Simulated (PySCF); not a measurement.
```xyz
4
charge 0 multiplicity 2, angstrom
Se    0.0000    0.0000   -0.1149
F     1.8189    0.0000    0.1635
F    -0.9095    1.5752    0.1635
F    -0.9094   -1.5752    0.1635
```

All numbers come from PySCF, UPBE, basis Se def2-SVP, F def2-SVP (no relativity, density fitting).

This geometry of SeF3 is a stationary point at this level.

(1) What is the point group?

(2) Is it a minimum?

(3) List the harmonic modes with their infrared intensities.

(4) What are the dipole moment and the gap between the highest occupied and lowest empty levels of either spin?

(5) Give the atomic charges and bond orders.

Answers

(1) C3v.

(2) No: it has 2 imaginary modes (one degenerate set), at 87i cm⁻¹ (e).

(3) 
| symmetry | ω (cm⁻¹) | IR (km/mol, summed over degenerate members) | type |
| --- | --- | --- | --- |
| e | 87i | – | bend |
| a1 | 193 | 13.2 | bend |
| e | 555 | 267 | stretch |
| a1 | 569 | 4.8 | stretch |

(4) 0.74 D and 1.08 eV.

(5) 
| atom | Mulliken | Löwdin | polar tensor | spin (Mulliken) | Mayer order to Se1 |
| --- | --- | --- | --- | --- | --- |
| Se1 | 0.96 | 0.79 | 1.49 | 0.66 | – |
| F2,3,4 | -0.32 | -0.26 | -0.50 | 0.11 | 0.93 |

Other isomers or separated fragments may lie lower. At this level a doublet minimum of C2v symmetry lies 47 kJ/mol below this structure.
